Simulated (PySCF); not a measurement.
W(O)(S)(NH2)(OSiH3) (H5NO2SSiW), SMILES [NH2][W](=[O])(=[S])[O][SiH3], multiplicity 1. Atoms are numbered in the order given.

```xyz
11

W      0.0990     0.3579     0.2402
O      1.4837     1.3064    -0.1030
S      0.5383    -1.1190     1.7524
N     -1.2562     1.5589     0.9430
H     -1.9601     1.3036     1.6330
H     -1.2372     2.5661     0.7916
O     -0.4938    -0.5046    -1.3258
Si    -0.6876    -1.6925    -2.4946
H     -2.0492    -1.5481    -3.0766
H     -0.5375    -3.0283    -1.8559
H      0.3433    -1.5046    -3.5505
```

Geometry: B3LYP-D3(BJ)/def2-SVP. The spin state was assumed, not searched. The structure was generated by enumeration; whether it is a known compound was not checked. The def2 effective core potentials stand for the cores of W; spin–orbit coupling is left out. Other conformers were not sampled.

The numbers are results of B3LYP/def2-TZVP (PySCF), not measurements.

ESP charges are fitted to the potential on shells at 1.4 to 2.0 van der Waals radii. Atomic charges (e):

| atom | ESP fit | Mulliken | Löwdin |
|---|---|---|---|
| W1 | 0.93 | 1.29 | 0.43 |
| O2 | -0.41 | -0.47 | -0.29 |
| S3 | -0.31 | -0.37 | 0.03 |
| N4 | -0.92 | -0.69 | -0.36 |
| H5 | 0.38 | 0.26 | 0.16 |
| H6 | 0.42 | 0.26 | 0.16 |
| O7 | -0.24 | -0.54 | -0.20 |
| Si8 | 0.30 | 0.39 | 0.20 |
| H9 | -0.05 | -0.05 | -0.05 |
| H10 | -0.06 | -0.04 | -0.04 |
| H11 | -0.04 | -0.04 | -0.05 |
